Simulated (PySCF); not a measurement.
Molecule: SMILES CC(C)CS[SiH3], C$_{4}$H$_{12}$SSi.

Bonds (- single, = double, # triple, : aromatic): C1-C2, C2-C3, C2-C4, C4-S5, S5-Si6. C1 carries H7, H8, H9; C2 carries H10; C3 carries H11, H12, H13; C4 carries H14, H15; Si6 carries H16, H17, H18.

Geometry PBE0-D3(BJ)/def2-SVP throughout; GIAO in PySCF, gas phase, one conformer, non-relativistic; equivalent atoms averaged; functional PBE0.

For orientation, 6-31G gives these shifts δ (against TMS, CS2 at the same level): C4 43.7, C2 33.2, C1/C3 23.0, S5 -218.2, Si6 -17.5, H16/H17/H18 4.34, H10 1.95, H14/H15 2.38, H7/H8/H9/H11/H12/H13 1.16 ppm.

A run gave: C4 37.5, C2 30.8, C1/C3 23.1, S5 -235.9, Si6 -47.2, H16/H17/H18 1.87, H10 0.86, H14/H15 0.69, H7/H8/H9/H11/H12/H13 0.66 ppm (shifts δ (against TMS, CS2 at the same level)).

**Question.** Which basis set was used in that run?
A. def2-SVP
B. cc-pVDZ
C. STO-3G
D. aug-cc-pVDZ
E. pcSseg-1

**Answer.** C. H16/H17/H18 tells them apart best: STO-3G gives 1.87, pcSseg-1 gives 4.62, aug-cc-pVDZ gives 4.86, cc-pVDZ gives 4.65, def2-SVP gives 4.66 ppm.
